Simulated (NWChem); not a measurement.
Species: AlGeH₅; SMILES [AlH2][GeH3]

All runs: NWChem. Pople sets run with spherical d functions. Geometry: optimised at B3LYP/6-31G* (spherical d). B3LYP is NWChem's, with the RPA form of VWN correlation. Ions are spin-unrestricted doublets at the neutral geometry; other ion states weren't tried.

```csv
level,"vertical ionisation energy, ΔSCF (eV)",−ε(HOMO) (eV),ΔSCF minus −ε(HOMO) (eV)
B3LYP/6-31G*,9.67,7.34,2.33
PBE/6-31G*,9.48,6.49,2.99
"LDA (Slater exchange, VWN5)/6-31G*",9.59,6.54,3.05
M06-2X/6-31G*,9.70,8.53,1.17
r2SCAN/6-31G*,?,?,?
```

Q: Some entries are withheld; supply them.

A: 
- r2SCAN/6-31G*, vertical ionisation energy, ΔSCF (eV): 9.61
- r2SCAN/6-31G*, −ε(HOMO) (eV): 6.76
- r2SCAN/6-31G*, ΔSCF minus −ε(HOMO) (eV): 2.85
